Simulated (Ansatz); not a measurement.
System: H$_{3}$BPO, charge 0, doublet. H3BPO (SMILES [O]BP, doublet).
B3LYP-D3(BJ)/def2-TZVP minimum from Ansatz (an electronic-structure program):
```xyz
6

B      0.2152    -1.0062     0.2860
H      0.1787    -2.0308    -0.3249
O      0.4168    -0.6645     1.4786
P     -0.1837     0.6842    -0.8189
H     -0.2452     1.6307     0.2305
H     -1.5879     0.4843    -0.8802
```
Charge 0, spin multiplicity 2.

Total energies in cc-pV(D+d)Z, 17 correlated electrons, 7 frozen orbitals. Radicals and triplets start from unrestricted determinants; spin-orbit coupling is neglected. Correlated methods leave the cores frozen. No relativity. The UHF reference of H3BOP ([O]BP, doublet) is spin-contaminated (<S^2> up to 0.05 over the pure value in the sets run).

```json
[
 {"method": "HF", "program": "Ansatz", "energy (Eh)": "-442.03496", "minus CCSDT(Q) (mEh)": "431.43"},
 {"method": "MP2", "program": "Ansatz", "energy (Eh)": "-442.39686", "minus CCSDT(Q) (mEh)": "69.53"},
 {"method": "CCSD", "program": "Ansatz", "energy (Eh)": "-442.44891", "minus CCSDT(Q) (mEh)": "17.48"},
 {"method": "CCSD(T)", "program": "Ansatz", "energy (Eh)": "-442.46275", "minus CCSDT(Q) (mEh)": "3.64"},
 {"method": "CCSDT(Q)", "program": "Ansatz", "energy (Eh)": "-442.46640", "minus CCSDT(Q) (mEh)": "0.00"}
]
```

Rough core times of Ansatz's runs on a shared machine: CCSD(T) under 20 s, CCSDT(Q) 20 min.
